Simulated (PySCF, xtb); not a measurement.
Pb(SH)2 (H2PbS2), SMILES [SH][Pb][SH] (connectivity only; charge and spin as stated), neutral, multiplicity 1.

xtb with GFN2-xTB at its own geometry gives an orbital gap of 2.47 eV and a dipole moment of 5.81 D.

Coordinates come from a PBE-D3(BJ)/def2-SVP optimisation. The def2 effective core potentials stand for the cores of Pb; spin–orbit coupling is left out. The values are those of a single conformer.

Problem. What does PySCF with CAM-B3LYP/def2-TZVPD give? (The exact figures need the calculation; the answer reports its results.)

Solution. gap 6.44 eV (levels -8.30 and -1.86 eV), dipole 3.72 D.
